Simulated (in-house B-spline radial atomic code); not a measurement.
Values are calculated unless marked as measured or tabulated.
## F in an electron gas of r_s = 1.8: phase shifts, screening and friction

A nucleus sits in a uniform electron gas with a rigid positive background. The Kohn-Sham equations are solved self-consistently in the spin-unpolarised LDA (PW92), non-relativistic, on B-splines with outgoing waves at the boundary and partial waves to l = 8. The model has no lattice, no bands and no magnetic solution. Atomic units; δ_l are the phase shifts at the Fermi level, counted so that each bound state adds π, and good to about 0.0005.

The density parameter is r_s = 1.8 bohr.

```tsv
l	δ_l (rad)
0	5.0447
1	2.5932
2	0.1872
3	0.0395
4	0.0082
5	0.0020
6	0.0005
7	0.0002
8	0.0001
```

Bound levels below the band bottom (hartree): s -23.57, s -0.6835, p -0.04123.

(1) Check the Friedel sum rule, and say where the screening charge sits.

(2) Find the transport cross section and the electronic stopping of a 2 keV F ion (mass 19.0 u).

Results:

(1) k_F = (9π/4)^(1/3)/r_s = 1.06620. The rule is Z = (2/π) Σ (2l + 1) δ_l. The terms are s 3.212, p 4.953, d 0.596, f 0.176 and 0.068 beyond, in all 9.004 against Z = 9. Bound states hold 4 s, 6 p, 0 d electrons, so the scattering states carry -1.00 in all; where a term is smaller than its bound count, the bound level has drawn weight out of the band.

(2) σ_tr = (4π/k_F²) Σ (l + 1) sin²(δ_l − δ_(l+1)). The terms for l = 0 to 3 are 0.4053, 0.9006, 0.0650, 0.0039, all together 1.3749, so σ_tr = 11.054 × 1.3749 = 15.199 bohr². With n = 3/(4π r_s³) = 0.04093, the friction coefficient is Q = n k_F σ_tr = 0.6633. For v well below v_F = 1.066, dE/dx = Q v; with 24801 eV per u at v = 1, v = √(2000/(24801 × 19.0)) = 0.0651, so dE/dx = 0.04322 hartree/bohr = 22.2 eV/nm. The largest term couples the p and d waves.
